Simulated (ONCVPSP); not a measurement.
## Configuration tests for Hg (ONCV)

- Element: mercury
- Generator: ONCVPSP 4.0.1
- Type: optimised norm-conserving Vanderbilt (ONCV)
- Functional: LDA (Perdew-Wang 92)
- Relativity: scalar-relativistic
- Frozen core: [Kr] 4d10
- Valence charge: 34
- Reference configuration: 4f14 5s2 5p6 5d10 6s1 (charge +1)
- Partial waves: 5s+6s: rc 1.55 bohr, ncon 4, nbas 9, qcut 6.5 1/bohr, 2 projectors; 5p: rc 1.10 bohr, ncon 3, nbas 7, qcut 7.7 1/bohr, 2 projectors, debl 1.7 Ha; 5d: rc 1.55 bohr, ncon 3, nbas 7, qcut 5.6 1/bohr, 2 projectors, debl 0.4 Ha; 4f: rc 0.80 bohr, ncon 5, nbas 9, qcut 19.8 1/bohr, 3 projectors, debl 1.9 Ha
- Local potential: polynomial inside 0.60 bohr (lpopt 5, dvloc0 4 Ha)
- Core correction: Teter function, fcfact 2, rcfact 1.3

In the p channel the program set the typed energies aside and used -2.790, 0.250 Ha. In the d channel the program set the typed energies aside and used -0.702, 0.250 Ha. In the f channel the program set the typed energies aside and used -3.875, 0.250, 2.150 Ha.

Energies are relative to the spin-unpolarised reference configuration 4f14 5s2 5p6 5d10 6s1; without spin polarisation the order of configurations can differ from experiment.

```tsv
valence configuration	charge	ΔE all-electron (eV)	error AE − PS (meV)
4f14 5s2 5p6 5d10 6s2	0	-11.042	+1.6
4f14 5s2 5p6 5d10 6s0	+2	19.391	-11
4f14 5s2 5p6 5d9 6s0	+3	55.207	-21
4f14 5s1 5p6 5d10 6s2	+1	114.897	-569
```

Note: ghosts flagged at negative energy: s at -583.0 eV, p at -87.3 eV, d at -1099.4 eV; GHOST(+) flags only above 600 eV. A true bound ghost makes a file unfit for plane-wave use.
